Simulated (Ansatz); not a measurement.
Calculated with Ansatz (gas phase, PBE0-D4/def2-TZVP geometries, no zero-point term in ΔE). CBS: MP2 limit from def2 TZ/QZ plus the TZ coupled-cluster correction, frozen cores. This one scheme is used for every species. Functionals use def2-TZVPP. def2 core potentials past Kr. For In, Se outer-core shells are correlated without core-valence functions, which leaves a few kJ/mol of doubt a bond. Scalar relativity is left out up to krypton. Each species was taken in one conformer, which may not be the lowest.

Consider the ligand exchange at the In–Se bond: `[Cl][In]([Cl])[SeH]` + CH₃OH → `C[O][In]([Cl])[Cl]` + H₂Se.

(1) Is it downhill or uphill in electronic energy at CCSD(T)/CBS, and by how much? (An estimate is asked.)

(2) What do these levels give: CAM-B3LYP-D4, PBE, r2SCANh, HF/def2-SVP, MP2/def2-TZVPP, MP2/def2-QZVPP? (Best estimate.)

Largest T1 diagnostic among the species: 0.015.

Answers

(1) Ansatz gave: Uphill: ΔE = +94.1 kJ/mol.

(2) Computed: CAM-B3LYP-D4 91.2, PBE 95.3, r2SCANh 98.5, HF/def2-SVP 104.6, MP2/def2-TZVPP 96.8, MP2/def2-QZVPP 97.7 kJ/mol.

Leaving LDA and LC-ωPBE aside and taking each functional with its dispersion term where it has one, the values, not all of them listed here, spread over 17.0 kJ/mol, from BLYP-D4 to HSE06-D4. From r2SCAN to r2SCAN0 (25 % exact exchange), in def2-TZVPP and without D4, ΔE moves by +8.8 kJ/mol. At CCSD(T), def2-SVP lies −7.5 kJ/mol from the extrapolated value and def2-TZVPP −2.7 kJ/mol.
